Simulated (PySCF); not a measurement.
C6H13, SMILES [CH](C)CC(C)C, doublet, GFN2-xTB optimised geometry.

```
19

C     -0.14    -2.36    -0.05
C      0.55    -1.06     0.00
C     -0.15     0.24     0.00
C      0.06     1.04    -1.31
C     -0.56     2.43    -1.18
C     -0.53     0.29    -2.49
H     -1.22    -2.23    -0.18
H      0.23    -2.98    -0.87
H      0.02    -2.94     0.87
H      1.63    -1.06     0.00
H     -1.22     0.09     0.15
H      0.23     0.87     0.82
H      1.14     1.15    -1.47
H     -0.41     3.00    -2.10
H     -1.63     2.35    -1.01
H     -0.12     2.98    -0.36
H     -1.61     0.17    -2.36
H     -0.36     0.84    -3.42
H     -0.08    -0.69    -2.58
```

Density from unrestricted CAM-B3LYP/def2-SVP in PySCF at that geometry.

Minimum of the electron density along straight lines between bonded atoms, close to the bond critical point (lines longer than 1.1 times the sum of covalent radii, or with two minima, are not listed):

| bond | length / Å | ρ at the minimum / e bohr⁻³ | ∇²ρ there / e bohr⁻⁵ | position (fraction from the first atom) |
|---|---|---|---|---|
| C1–C2 | 1.478 | 0.265 | -0.63 | 0.50 |
| C2–C3 | 1.476 | 0.268 | -0.64 | 0.50 |
| C3–C4 | 1.550 | 0.236 | -0.53 | 0.50 |
| C4–C5 | 1.525 | 0.247 | -0.58 | 0.50 |
| C4–C6 | 1.525 | 0.248 | -0.58 | 0.50 |
| C1–H7 | 1.088 | 0.277 | -1.03 | 0.63 |
| C1–H8 | 1.095 | 0.271 | -0.98 | 0.63 |
| C1–H9 | 1.097 | 0.269 | -0.97 | 0.63 |
| C2–H10 | 1.078 | 0.281 | -1.05 | 0.63 |
| C3–H11 | 1.092 | 0.276 | -1.00 | 0.62 |
| C3–H12 | 1.098 | 0.272 | -0.97 | 0.62 |
| C4–H13 | 1.095 | 0.276 | -1.00 | 0.62 |
| C5–H14 | 1.088 | 0.276 | -1.02 | 0.63 |
| C5–H15 | 1.088 | 0.276 | -1.01 | 0.63 |
| C5–H16 | 1.088 | 0.276 | -1.02 | 0.63 |
| C6–H18 | 1.088 | 0.276 | -1.02 | 0.63 |
| C6–H19 | 1.087 | 0.277 | -1.03 | 0.63 |
